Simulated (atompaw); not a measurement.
# Before and after: PAW (atompaw) potential for Sn

```json
{"Element": "Sn (Z = 50)", "Generator": "atompaw 4.2.0.5", "Type": "PAW", "Functional": "PBEsol", "Relativity": "scalar-relativistic", "Frozen core": "[Ar] 3d10 4s2", "Valence charge": "20", "Reference configuration": "4p6 4d10 5s2 5p0 (charge +2)", "Partial waves": "5s (bound): rc 2.10 bohr; 5s channel at 0.05 Ry: rc 2.10 bohr; 4p (bound): rc 1.30 bohr; 5p (bound, empty): rc 2.10 bohr; 4d (bound): rc 1.70 bohr; 4d channel at 0.9 Ry: rc 2.10 bohr", "Local potential": "bessel scheme, radius 1.85 bohr", "Core correction": "smooth core density matched at 1.35 bohr", "Augmentation charge": "sinc compensation charge, radius 1.85 bohr; PAW radius 2.10 bohr; waves and projectors: custom rrkj gramschmidtortho"}
```

Change: all radii scaled by about 1.16 (s 2.44, p 1.50, d 1.98 bohr); local potential bessel scheme, radius 2.14 bohr; augmentation sinc compensation charge, radius 2.14 bohr; PAW radius 2.44 bohr; waves and projectors: custom rrkj gramschmidtortho; core correction smooth core density matched at 1.56 bohr.

Cutoffs: the cutoffs (Ry, on a coarse ladder) from which the occupation-weighted sum of valence levels, in a spherical-Bessel basis at the reference potential, stays within 10 and 1 mRy of its value at 400 Ry; they do not see the model core or the augmentation charge, which bear on the density cutoff.

Task: What does the change do?

Result: The potential gets softer (70 Ry and 100 Ry → 45 Ry and 70 Ry); neither file shows a bound ghost. A larger radius leaves more room for a smooth pseudo-wave, so fewer plane waves are needed.

```csv
quantity,base,changed
"cutoff, loose",70 Ry,45 Ry
"cutoff, tight",100 Ry,70 Ry
loose cutoff by channel (10 mRy a level),"s 6 Ry, p 45 Ry, d 35 Ry","s 6 Ry, p 35 Ry, d 25 Ry"
bound ghosts,none,none
lowest overlap eigenvalue by channel,"s 0.42, p 0.51, d 0.67","s 0.41, p 0.57, d 0.72"
```

 The cutoffs see the waves, projectors and local potential, not the compensation charge or the core.
